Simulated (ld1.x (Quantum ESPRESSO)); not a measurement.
## Transferability test, ultrasoft potential for P (Z = 15)

ld1.x (Quantum ESPRESSO) 7.5 input, shortened:

```
&input
   title='P', zed=15., rel=0, dft='PZ', iswitch=3,
   config='[Ne] 3s2 3p2.75 3d-2'
 /
 &inputp
   pseudotype=3, tm=.true., lloc=-1, rcloc=1.55,
   nlcc=.false.
 /
6
3S  1  0   2.00   0.00  1.20  1.50  0.0
3S  1  0   0.00   3.90  1.20  1.50  0.0
3P  2  1   2.75   0.00  1.35  1.70  0.0
3P  2  1   0.00  -0.25  1.35  1.70  0.0
3D  3  2  -2.00  -0.05  1.50  1.60  0.0
3D  3  2  -2.00   1.55  1.50  1.60  0.0
 &test
   configts(1)='3s2 3p2.75'
 /
```

Energies are relative to the spin-unpolarised reference configuration 3s2 3p2.75; without spin polarisation the order of configurations can differ from experiment. Spin-polarised rows fill each open shell by Hund’s rule, majority spin first.

(1) Give the all-electron excitation energy and the error of the potential for: 3s2 3p3; 3s2 3p2; 3s2 3p1; 3s1 3p4; 3s0 3p5; 3s2 3p0; 3s2 3p2.5; 3s2 3p2.75 (spin-polarised); 3s2 3p3 (spin-polarised).

Results:

(1)

```
      valence configuration  charge  ΔE all-electron (eV)  error AE − PS (meV)
                    3s2 3p3       0                -1.654                 +0.1
                    3s2 3p2      +1                 8.179                 +1.9
                    3s2 3p1      +2                27.441                  +23
                    3s1 3p4       0                 6.754                 +3.2
                    3s0 3p5       0                15.301                  +15
                    3s2 3p0      +3                57.346                 +116
                  3s2 3p2.5    +0.5                 2.173                 +0.1
3s2 3p2.75 (spin-polarised)   +0.25                -1.345                 +109
   3s2 3p3 (spin-polarised)       0                -3.164                 +117
```
